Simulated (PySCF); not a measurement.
BeCl (SMILES [Be][Cl]), doublet, at a GFN2-xTB geometry (such geometries of metal compounds can be far from the true shape) (the spin is typed, not shown lowest). Base run: R2SCAN/aug-cc-pVDZ (PySCF).

Here is a job for PySCF.
```python
from pyscf import gto, scf, dft

mol = gto.M(
    atom='''
Be   -0.000000   -0.000000   -1.438327
Cl    0.000000    0.000000    0.338430
''',
    basis='aug-cc-pvdz',
    charge=0,
    spin=1,
    verbose=5,
)

mf = dft.UKS(mol)
mf.xc = 'r2scan'
mf.kernel()
mf.analyze()
```

The base run was repeated with changes; each row names its change, and settings that it needs were set with it.

```tsv
change	ΔE vs base (mEh)	fitting functions	dipole (D)	outcome
base	0.000	-	0.78	converged
auxbasis = cc-pvdz-jkfit	-	-	-	input refused
auxbasis = autoaux	-0.009	335	0.78	converged
auxbasis = cc-pvqz-jkfit	-	-	-	input refused
auxbasis = even-tempered beta=1.6	-0.001	444	0.78	converged
auxbasis = def2-universal-jfit	-0.022	100	0.78	converged
auxbasis = cc-pvtz-ri	-14.202	203	0.78	converged
auxbasis = def2-svp-ri	-949.4	89	0.68	converged
auxbasis = even-tempered beta=3.0	-1.485	204	0.78	converged
auxbasis = even-tempered beta=2.0	-0.007	316	0.78	converged
```

A fitting set is made for a task (jfit for Coulomb, jkfit for Coulomb and exchange, ri for correlation) and for a family of orbital bases.

Open shells are given as the SCF converged; they aren't shown to be the lowest states, and a large step between rows can be another state.

- auxbasis = cc-pvdz-jkfit: ended with `pyscf.lib.exceptions.BasisNotFoundError: Basis set not found for Be in cc-pvdz-jkfit`
- auxbasis = cc-pvqz-jkfit: ended with `pyscf.lib.exceptions.BasisNotFoundError: Basis set not found for Be in cc-pvqz-jkfit`
